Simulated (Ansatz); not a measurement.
A nudged elastic band was laid between two geometries of C2H6OSi (10 atoms, charge 0, multiplicity 1).

All numbers below come from RKS r2SCAN-D4/cc-pVDZ (Ansatz 0.2.0).

```json
{
  "movable images": "7",
  "climbing image": "yes",
  "spring": "5.0 eV/Å²",
  "optimiser": "quadratic models (default)",
  "start path": "through a guess of the saddle point",
  "force threshold": "0.03 eV/Å",
  "iteration limit": "60",
  "end points": "relaxed"
}
```

Image 0:

```xyz
10
Properties=species:S:1:pos:R:3
O -0.854 1.902 0.069
C 0.098 0.951 0.543
C -0.257 -0.468 0.201
Si 0.591 -1.492 -0.898
H -1.716 1.624 0.413
H 0.229 1.042 1.643
H 1.056 1.243 0.083
H -1.157 -0.868 0.693
H 1.832 -1.036 -1.585
H 0.177 -2.898 -1.161
```

Image 8:

```xyz
10
Properties=species:S:1:pos:R:3
O -0.943 1.527 1.149
C 0.001 1.131 0.156
C -0.372 -0.172 -0.485
Si 0.597 -1.601 -0.517
H -1.026 0.768 1.746
H 1.032 1.089 0.565
H -0.015 1.943 -0.592
H -1.378 -0.200 -0.926
H 1.963 -1.629 0.077
H 0.143 -2.857 -1.174
```

(1) Which bonds break or form, and what moves?

(2) What energy profile does the band end with?

(3) What is the geometry of the highest image?

(4) What are the harmonic wavenumbers there?

Answers

(1) No bond is made or broken. The dihedral H7–C2–C3–Si4 goes from -6 to 122°.

(2) The run converged. The highest image is number 4 of 0 to 8, 2.5 kcal/mol above the first end and 4.3 kcal/mol above the last; the last end lies 1.8 kcal/mol below the first. A vibrational analysis at the climbing image gives one clearly imaginary mode, 147i cm⁻¹: a first-order saddle point.

```tsv
image	path coordinate (Å)	energy (kcal/mol)	dihedral H7–C2–C3–Si4 (°)
0	0.00	0.0	-6
1	0.49	0.3	7
2	0.98	1.1	21
3	1.47	2.1	36
4	1.96	2.5	51
5	2.53	1.8	69
6	3.10	0.2	87
7	3.66	-1.2	105
8	4.23	-1.8	122
```

(3) 
```xyz
10
Properties=species:S:1:pos:R:3:forces:R:3
O -1.106 1.859 0.534 0.01 0.00 0.00
C 0.038 1.041 0.342 0.00 0.00 0.00
C -0.302 -0.352 -0.135 0.00 0.01 -0.01
Si 0.712 -1.610 -0.747 -0.01 0.00 0.00
H -1.595 1.476 1.277 0.00 0.00 0.00
H 0.650 0.991 1.268 0.00 0.00 0.00
H 0.655 1.573 -0.403 0.00 0.00 0.00
H -1.376 -0.586 -0.098 0.00 0.00 0.00
H 2.188 -1.469 -0.894 0.00 0.00 0.00
H 0.136 -2.922 -1.143 0.00 0.00 0.00
```

(4) 147i, 202, 320, 349, 389, 431, 592, 727, 875, 929, 943, 1061, 1085, 1191, 1257, 1370, 1405, 1461, 2236, 2267, 2946, 3062, 3136, 3773 cm⁻¹.

Run time: 100 s on 2 threads of Intel(R) Xeon(R) Platinum 8488C (Sapphire Rapids) (shared host), peak memory 0.16 GiB.
